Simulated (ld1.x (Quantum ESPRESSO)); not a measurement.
nitrogen (N): one change to an ultrasoft potential, before and after

ld1.x (Quantum ESPRESSO) 7.5 input, shortened:

```
&input
   title='N', zed=7., rel=1, dft='PZ', iswitch=3,
   config='[He] 2s1.5 2p3.5'
 /
 &inputp
   pseudotype=3, tm=.true., lloc=-1, rcloc=1.70,
   nlcc=.true., new_core_ps=.true., rcore=0.85,
   which_augfun='PSQ', rmatch_augfun=0.75
 /
4
2S  1  0   1.50   0.00  0.75  0.95  0.0
2S  1  0   0.00  -1.00  0.75  0.95  0.0
2P  2  1   3.50   0.00  2.05  2.40  0.0
2P  2  1   0.00   1.30  2.05  2.40  0.0
 &test
   configts(1)='2s1.5 2p3.5'
 /
```

All-electron outer shells of the reference configuration (LDA (PZ), scalar-relativistic, ld1.x):

```tsv
shell	level (eV)	outermost node (bohr)	outermost maximum (bohr)
1s	-381.89	–	0.15
2s	-18.65	0.32	1.02
2p	-7.45	–	0.97
```

Change: all radii but the core radius scaled by about 1.29 (s 1.22, p 3.10 bohr, rcut 0.96/2.66); local potential all-electron potential smoothed inside 2.20 bohr (lloc = -1); augmentation PSQ, radius 0.96 bohr.

Cutoffs: the cutoffs (Ry, on a coarse ladder) from which the occupation-weighted sum of valence levels, in a spherical-Bessel basis at the reference potential, stays within 10 and 1 mRy of its value at 400 Ry; they do not see the model core or the augmentation charge, which bear on the density cutoff. Errors are all-electron minus pseudo energies relative to the spin-unpolarised reference configuration.

Q: How do hardness, ghosts and transferability respond?

A: The potential gets softer (25 Ry and 40 Ry → 15 Ry and 25 Ry); of the 9 tests that both files solve, the error grows in 2 and shrinks in 4 by more than 15 % and 0.3 meV (median size 22.3 → 8.8 meV); neither file shows a bound ghost at the reference potential, the only one tested. A larger radius leaves more room for a smooth pseudo-wave, so fewer plane waves are needed.

| quantity | base | changed |
| --- | --- | --- |
| cutoff, loose | 25 Ry | 15 Ry |
| cutoff, tight | 40 Ry | 25 Ry |
| loose cutoff by channel (10 mRy a level) | s 18 Ry, p 12 Ry | s 12 Ry, p 6 Ry |
| bound ghosts | none | none |
| error for 2s2 2p3, meV [ΔE -5.60 eV] | +2.5 | +1.0 |
| error for 2s2 2p2, meV [ΔE 8.14 eV] | +1.2 | -1.3 |
| error for 2s2 2p1, meV [ΔE 37.11 eV] | -1.8 | +1.5 |
| error for 2s1 2p3, meV [ΔE 19.59 eV] | -1.8 | -1.3 |
| error for 2s1 2p0, meV [ΔE 161.74 eV] | +266 | +507 |
| error for 2s0 2p5, meV [ΔE 16.86 eV] | +22 | +8.8 |
| error for 2s2 2p0, meV [ΔE 84.27 eV] | +105 | +249 |
| error for 2s1.5 2p3.5 (spin-polarised), meV [ΔE -3.03 eV] | +165 | +163 |
| error for 2s2 2p3 (spin-polarised), meV [ΔE -8.49 eV] | +167 | +161 |
| lowest overlap eigenvalue by channel | s 0.60, p 0.82 | s 0.70, p 0.80 |

Changed file: These tests converged, but a pseudo level misses the all-electron one widely, so the file describes the atom poorly there or has found another state: 2s1 2p0: empty 2p by 48.1 eV.
